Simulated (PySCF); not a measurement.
## Correlation energy of Zn¹⁸⁺ (zinc, charge +18)

[Ne] 3s2, closed-shell 1S. Calculation: PySCF 2.14, in an even-tempered Gaussian basis (18 s from 1.7 bohr⁻², ratio 2.5; 11 p from 2.2 bohr⁻², ratio 2.5; 5 d from 8.7 bohr⁻², ratio 2.7; 4 f from 13 bohr⁻², ratio 2.7); the spin-free X2C one-electron Hamiltonian (Gaussian nucleus). Frozen: 1s2; 10 electrons correlated; the 19 highest virtual orbitals of each spin left out.

```csv
level,correlation energy (mhartree)
CCSD,-433.68
(T),-1.90
CCSD(T),-435.58
```

Diagnostics: T1 = 0.00077, D1 = 0.0024, largest double amplitude 0.084.

Cost of the coupled-cluster step: of the order of 9 core-seconds, for 10 correlated electrons.
